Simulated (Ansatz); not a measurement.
Ansatz (an electronic-structure program) input:
A basis named .json is the Basis Set Exchange file of that set.

Ansatz 0.2 input:
```yaml
crystal:
  periodic: [false, false, false]
  atoms:
    - {symbol: Al, position_ang: [0.00000000, 0.00000000, 0.00000000]}
    - {symbol: F, position_ang: [-0.00000000, -0.00000000, -1.59181975]}
    - {symbol: F, position_ang: [0.00000000, 0.00000000, 1.59181975]}
basis:
  gaussian:
    orbitals: aug-cc-pV_D+d_Z.json
total_charge: 1
magnetization: {spin_polarized: false}
correlation: {method: ccsd_t, electrons: outside_noble_gas}
output: {forces: true}
```

### Question
Predict the final energy.

### Answer
-441.11005 Eh (CCSD(T)/aug-cc-pV(D+d)Z). The basis has 78 functions.

It need not be the lowest isomer of its formula.
